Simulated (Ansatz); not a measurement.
One change: `F[SiH](F)[AlH2]` becomes `F[SiH2][SiH](F)F`.

Ansatz, PBE0-D4/def2-TZVP geometries, multiplicity 1. Each molecule was computed in one conformer, which needn't be the lowest.

| property | `F[SiH](F)[AlH2]` |
| --- | --- |
| LUMO energy (PBE/def2-TZVPP) / eV | -3.29 |
| HOMO–LUMO gap (PBE0/def2-TZVPP) / eV | 5.31 |
| HOMO–LUMO gap (PBE/def2-TZVPP) / eV | 3.35 |
| HOMO–LUMO gap (ωB97M-V/def2-TZVPP) / eV | 9.00 |
| ideal-gas entropy at 298 K and 1 bar (rigid rotor, harmonic PBE0-D4/def2-TZVP) / J/(mol·K) | 343 |
| LUMO energy (ωB97M-V/def2-TZVPP) / eV | -0.85 |

(1) What does the change do to each property? (An estimate is asked.)

Answers

(1) The calculation gave: 
```
                                                                                  property  `F[SiH2][SiH](F)F`  shift
                                                         LUMO energy (PBE/def2-TZVPP) / eV               -2.10   1.19
                                                      HOMO–LUMO gap (PBE0/def2-TZVPP) / eV                7.40   2.09
                                                       HOMO–LUMO gap (PBE/def2-TZVPP) / eV                5.22   1.87
                                                   HOMO–LUMO gap (ωB97M-V/def2-TZVPP) / eV               11.26   2.26
ideal-gas entropy at 298 K and 1 bar (rigid rotor, harmonic PBE0-D4/def2-TZVP) / J/(mol·K)                 355     12
                                                     LUMO energy (ωB97M-V/def2-TZVPP) / eV                0.55   1.40
```

With PBE0 the HOMO falls by 0.80 eV and the LUMO rises by 1.28 eV, so the gap widens by about 2.08 eV. PBE moves the HOMO by -0.68 eV and ωB97M-V by -0.86 eV. The zero-point energy changes by 18.8 kJ/mol with +3 modes. Modes under 60 cm⁻¹, often nearly free rotors, make the harmonic entropy too high.
